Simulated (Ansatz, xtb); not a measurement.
Ligand exchange: ICl + C2H6O → HOI + C2H5Cl

Species: ICl (iodine monochloride), singlet; C2H6O `CCO`, singlet; HOI (hypoiodous acid) `OI`, singlet; C2H5Cl (chloroethane) `CCCl`, singlet. The partners trade Cl for OH: I–Cl and C–OH bonds give way to I–OH and C–Cl.

Shapes, held fixed at every level: PBE0-D4/def2-TZVP. Flexible molecules stand in one conformer, not always the lowest. Programs: Ansatz 0.2.0, xtb 6.7.1. The zero-point and thermal change to 298 K, harmonic and unscaled (PBE0-D4/def2-TZVP), is -4.3 kJ/mol.

**The experiment to reproduce.** Tabulated heats of formation (Active Thermochemical Tables): ICl +17.4; C2H6O -234.6; HOI -61.3; C2H5Cl -111.2 kJ/mol, which give ΔH(298 K) = +44.6 kJ/mol.

```tsv
level	kind	ΔH (kJ/mol)	computed − measured
GFN2-xTB	semi-empirical	+84.5	+39.8
HF/def2-TZVPP	Hartree–Fock	+58.4	+13.7
SPW92/def2-TZVPP	LDA	+45.7	+1.1
B3LYP-D4/def2-TZVPP	global hybrid	+44.2	-0.4
BHLYP-D4/def2-TZVPP	global hybrid	+51.5	+6.9
wB97M-V/def2-TZVPP	range-separated hybrid	+43.7	-1.0
B2PLYP/def2-TZVPP	double hybrid	+40.7	-3.9
CCSD/def2-SVP	coupled cluster or CI	+57.5	+12.8
CCSD(T)/def2-TZVPP	coupled cluster or CI	+39.0	-5.6
```

Nearest: B3LYP-D4/def2-TZVPP (-0.4); farthest: GFN2-xTB (+39.8). 6 of 9 levels lie within 10 kJ/mol. For atoms past krypton def2 sets carry core potentials with scalar relativity. Outer-core shells of I are correlated in most correlated rows, in sets that cover them unevenly.
